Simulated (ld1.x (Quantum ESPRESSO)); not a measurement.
Scattering properties, TM potential for ruthenium

```
Element                 : ruthenium
Generator               : ld1.x (Quantum ESPRESSO) 7.5
Type                    : norm-conserving Troullier–Martins (Kleinman–Bylander form)
Functional              : PBEsol
Relativity              : scalar-relativistic
Frozen core             : [Ar] 3d10 4s2
Valence charge          : 14
Reference configuration : 4p6 4d6 5s2 5p0
Partial waves           : 5s (bound): rc 2.90 bohr; 4d (bound): rc 1.62 bohr; 4p (bound): rc 1.30 bohr
Local potential         : the p channel
Core correction         : a·sin(br)/r model core inside 1.30 bohr
```

The phase is arctan(r·u′/u) with u = r·R(r), unwrapped; energies in Ry, scanned from -6 to 5 Ry. A pole is an energy at which the radial function vanishes at the test radius. The pseudo phase is shifted by a multiple of π to meet the all-electron one at the reference energy, and phase errors are pseudo minus all-electron; the curves can meet again beyond the range given. Levels narrower than the energy grid can be missing from the lists of poles. Where the grid stepped over a known ghost or core level, its pole and its step of π were put in at the level’s energy.

```
channel  radius (bohr)  reference energy (Ry)  poles, all-electron  poles, pseudo  unbroken range about the reference energy with phases within 0.05 rad  phase error 1 Ry above the reference energy (rad)
      s           3.15                  -0.38          -5.85, 0.76    -2.11, 0.76                                                            -2.1 to 2.6                                             +0.001
      p           3.15                  -3.64          -3.63, 1.67    -3.63, 1.63                                                              below 3.6                                             -0.000
      d           3.15                  -0.56          -0.43, 3.43    -0.43, 3.40                                                        the whole range                                             -0.001
```

Note: ghost state, extra bound levels that the all-electron valence spectrum of the same l lacks: s at -28.8 eV. A true bound ghost makes a file unfit for plane-wave use.

Phases in the d channel:

| E (Ry) | all-electron | pseudo |
| --- | --- | --- |
| -6.00 | 1.441 | 1.441 |
| -5.74 | 1.438 | 1.438 |
| -5.48 | 1.435 | 1.435 |
| -5.22 | 1.432 | 1.432 |
| -4.96 | 1.428 | 1.428 |
| -4.70 | 1.424 | 1.424 |
| -4.44 | 1.420 | 1.420 |
| -4.18 | 1.415 | 1.415 |
| -3.92 | 1.410 | 1.410 |
| -3.66 | 1.405 | 1.405 |
| -3.40 | 1.398 | 1.398 |
| -3.14 | 1.391 | 1.391 |
| -2.88 | 1.383 | 1.383 |
| -2.62 | 1.373 | 1.373 |
| -2.36 | 1.362 | 1.362 |
| -2.10 | 1.348 | 1.348 |
| -1.84 | 1.330 | 1.330 |
| -1.58 | 1.306 | 1.306 |
| -1.32 | 1.271 | 1.271 |
| -1.06 | 1.204 | 1.204 |
| -0.80 | 0.979 | 0.979 |
| -0.54 | -1.303 | -1.303 |
| -0.28 | -1.708 | -1.708 |
| -0.02 | -1.815 | -1.815 |
| 0.24 | -1.899 | -1.899 |
| 0.50 | -2.001 | -2.002 |
| 0.76 | -2.162 | -2.165 |
| 1.02 | -2.477 | -2.483 |
| 1.28 | -3.128 | -3.144 |
| 1.54 | -3.860 | -3.873 |
| 1.80 | -4.238 | -4.246 |
| 2.06 | -4.420 | -4.425 |
| 2.32 | -4.522 | -4.526 |
| 2.58 | -4.589 | -4.592 |
| 2.84 | -4.637 | -4.640 |
| 3.10 | -4.674 | -4.677 |
| 3.36 | -4.705 | -4.708 |
| 3.62 | -4.732 | -4.736 |
| 3.88 | -4.758 | -4.762 |
| 4.14 | -4.784 | -4.789 |
| 4.40 | -4.811 | -4.818 |
| 4.66 | -4.842 | -4.851 |
| 4.92 | -4.881 | -4.894 |
